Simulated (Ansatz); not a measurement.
Calculated with Ansatz (gas phase, PBE0-D4/def2-TZVP geometries, no zero-point term in ΔE). CCSD(T)/CBS is the MP2 limit (def2-TZVPP, def2-QZVPP) plus CCSD(T) − MP2 in def2-TZVPP, frozen cores. Functionals use def2-TZVPP. B3LYP here is the variant with VWN-RPA as its local correlation; programs differ in this. One conformer a species, not always the lowest.

Consider the formal exchange of groups at a C–C bond: `CC1(C)CO1` + `FCS[SiH3]` → `CC(F)S[SiH3]` + `CC1CO1`.

```tsv
level	ΔE (eV)
PBE0-D4	0.03
B3LYP-D4	0.02
B2PLYP	0.04
r2SCAN	0.02
PBE0	0.03
CCSD/def2-TZVPP	0.04
CCSD(T)/def2-TZVPP	0.04
MP2/def2-QZVPP	0.05
```

Q: What does CCSD(T)/CBS give? (Estimate.)

A: Ansatz gave: +0.04 eV. The listed levels differ from it by -0.01, -0.02, 0.00, -0.02, -0.01, 0.00, 0.00, 0.01 eV.

Largest T1 diagnostic among the species: 0.012.
